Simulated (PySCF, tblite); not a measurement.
Isomers of C6H10O2Si, one GFN2-xTB conformer each. Single-point energies are computed at PBE0/pcSseg-1 (PySCF, gas phase, no added dispersion term), electronic only.

Question: Rank them by PBE0/pcSseg-1 energy, lowest first (kcal/mol).
A. `[CH2:1]=[C:2]([CH3:3])[C@@:4]1([O:5][CH:6]=[O:7])[CH2:8][SiH2:9]1` with C1–C2–C4–O5 113°, C2–C4–O5–C6 -164°, C4–O5–C6–O7 0°
B. `[CH3:1]/[C:2]([CH2:3][O:4][CH:5]=[O:6])=[C:7]1\[CH2:8][SiH2:9]1` with C1–C2–C3–O4 -81°, C2–C3–O4–C5 -85°, C3–O4–C5–O6 -2°

Answer: B (0.0), A (1.9).

Neighbours under 2.5 kcal/mol apart (C/C(COC=O)=C1\C[SiH2]1 and C=C(C)[C@@]1(OC=O)C[SiH2]1) can change places with a better method, another conformer or zero-point energy. GFN2-xTB itself gives, in the same order: 5.6, 0.0. GFN2-xTB puts C=C(C)[C@@]1(OC=O)C[SiH2]1 lowest instead.

Which frontier levels, dipoles and rotational constants go with these structures?

```tsv
SMILES	HOMO (eV, PBE0/pcSseg-1)	LUMO (eV)	dipole (D)	A, B, C (MHz)
C/C(COC=O)=C1\C[SiH2]1	-6.99	-0.41	1.57	1749, 1163, 771.5
C=C(C)[C@@]1(OC=O)C[SiH2]1	-6.93	-0.25	1.65	2177, 1179, 964.1
```

What happens when harmonic zero-point energies from GFN2-xTB frequencies are added?

| SMILES | ZPE (kcal/mol) | electronic (kcal/mol) | with ZPE (kcal/mol) |
| --- | --- | --- | --- |
| C/C(COC=O)=C1\C[SiH2]1 | 88.9 | 0.0 | 0.0 |
| C=C(C)[C@@]1(OC=O)C[SiH2]1 | 89.2 | 1.9 | 2.2 |

The zero-point energies span 0.3 kcal/mol. The order is unchanged.

As an exercise, what shares would exp(−E/RT) give at 500 K from these electronic energies alone (no entropy, no degeneracies)?

RT = 0.994 kcal/mol: C/C(COC=O)=C1\C[SiH2]1 86.9 %, C=C(C)[C@@]1(OC=O)C[SiH2]1 13.1 %.
